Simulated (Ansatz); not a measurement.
Cost and result for the atomization energy of C₂H₅ClSi₂, SMILES `C#C[SiH]([SiH3])Cl` (10 atoms, 9 bonds).

```xyz
10

C     1.035    1.480    2.049
C     0.382    1.187    1.079
Si   -0.556    0.673   -0.391
Si    0.009   -1.523   -0.959
Cl   -2.571    0.753    0.031
H     1.608    1.745    2.909
H    -0.292    1.640   -1.484
H    -0.774   -1.944   -2.150
H    -0.303   -2.416    0.186
H     1.461   -1.596   -1.270
```

Total charge 0; spin multiplicity 1. The structure was optimised at the PBE0-D4/def2-TZVP level. Program: Ansatz. All runs use 4 threads of an Arm Neoverse V2 on a shared host. Times are those of one run each, without the atoms' runs, and a repeat can differ threefold. Electronic energies, without spin–orbit coupling; frozen cores. CCSD(T)/CBS adds CCSD(T) − MP2 in def2-TZVPP to the MP2 limit, and its time is that of the two runs behind it. T1 = 0.012. B3LYP takes the VWN-RPA correlation (the form of Gaussian; ORCA's B3LYP/G).

CCSD(T)/CBS is a level of theory with its own doubt, some kJ/mol a heavy atom from the limit and from the frozen cores, so smaller differences don't rank the functionals.

```json
{"level": "PBE-D4/def2-TZVPP (with forces)", "functions": "258", "wall time": "2.1 s"}
{"level": "PBE0-D4/def2-TZVPP", "functions": "258", "wall time": "2.8 s"}
{"level": "B3LYP-D4/def2-TZVPP (with forces)", "functions": "258", "wall time": "4.1 s"}
{"level": "r2SCAN-D4/def2-TZVPP (with forces)", "functions": "258", "wall time": "4.2 s"}
{"level": "B2PLYP/def2-TZVPP", "functions": "258", "wall time": "5.5 s"}
{"level": "ωB97X-V/def2-TZVPP", "functions": "258", "wall time": "7 s"}
{"level": "ωB97M-V/def2-TZVPP (with forces)", "functions": "258", "wall time": "11 s"}
{"level": "MP2/def2-QZVPP", "functions": "474", "wall time": "19 s"}
{"level": "CCSD(T)/def2-TZVPP", "functions": "258", "wall time": "110 s"}
{"level": "CCSD(T)/CBS(def2)", "functions": "–", "wall time": "2.2 min"}
```

Task: What atomization energy does each give, and how far from CCSD(T)/CBS? (Best estimate.)

Result: Ansatz gave: 
```csv
level,atomization (kJ/mol),difference from CCSD(T)/CBS,per bond
PBE-D4/def2-TZVPP (with forces),3591.3,36.7,4.1
PBE0-D4/def2-TZVPP,3546.1,-8.5,-0.9
B3LYP-D4/def2-TZVPP (with forces),3540.9,-13.7,-1.5
r2SCAN-D4/def2-TZVPP (with forces),3560.5,5.9,0.6
B2PLYP/def2-TZVPP,3507.5,-47.1,-5.2
ωB97X-V/def2-TZVPP,3565.6,11.0,1.2
ωB97M-V/def2-TZVPP (with forces),3557.3,2.7,0.3
MP2/def2-QZVPP,3572.0,17.4,1.9
CCSD(T)/def2-TZVPP,3454.4,-100.2,-11.1
CCSD(T)/CBS(def2),3554.6,0.0,0.0
```

From PBE to PBE0 (25 % exact exchange), in def2-TZVPP and without D4, the atomization energy moves by −41.6 kJ/mol: exact exchange takes away binding that semilocal exchange gives to molecules. The D4 term adds +42.7 kJ/mol with B3LYP and +22.7 kJ/mol with PBE0; it sums over pairs of atoms, weighted by their polarisabilities, and B3LYP, whose exchange is more repulsive, gets the larger term. In def2-TZVPP, CCSD(T) changes the Hartree–Fock value by +802.8 kJ/mol (the triples alone add +57.4 kJ/mol) and MP2 by +861.0 kJ/mol; breaking electron pairs costs correlation energy, which Hartree–Fock lacks.
